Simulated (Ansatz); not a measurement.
`C[O][Mo]([F])([F])(=[S])[Cl]`, one more setting.

```yaml
crystal:
  periodic: [false, false, false]
  atoms:
    - {symbol: C, position_ang: [0.440022, -1.674098, 0.085275]}
    - {symbol: O, position_ang: [-0.192013, -0.504855, 0.513998]}
    - {symbol: Mo, position_ang: [-0.446703, 1.224781, 0.001557]}
    - {symbol: F, position_ang: [-1.971912, 0.699211, -0.914816]}
    - {symbol: F, position_ang: [-0.396710, 2.575631, -1.254659]}
    - {symbol: S, position_ang: [-1.019123, 2.180026, 1.749845]}
    - {symbol: Cl, position_ang: [1.845875, 1.369793, -0.113923]}
    - {symbol: H, position_ang: [1.498679, -1.454378, -0.094646]}
    - {symbol: H, position_ang: [0.345247, -2.428905, 0.867865]}
    - {symbol: H, position_ang: [-0.020362, -2.038404, -0.837495]}
basis:
  gaussian: {orbitals: def2-mTZVP, fitting: {mean_field: cc-pVTZ-jkfit}}
total_charge: 1
magnetization: {spin_polarized: true, initial_magnetization: 1}
hamiltonian: {xc: {name: r2SCANh}, dispersion: d3bjatm}
scf: {lower_state_search: off}
output: {forces: true}
```

```sh
$ ansatz run in.yaml --threads 4 --pin off --events-out ev --progress --plain --max-ram 11315MiB
```

It prints (some lines left out):

```
Functional definition: r2SCANh
Error: <dir> the basis set cc-pVTZ-JKFIT has no functions for Mo
```

Hardware: 4 threads of an Arm Neoverse V2 on a shared host. Wall time 0.25 s, peak host memory 0.6 GiB.
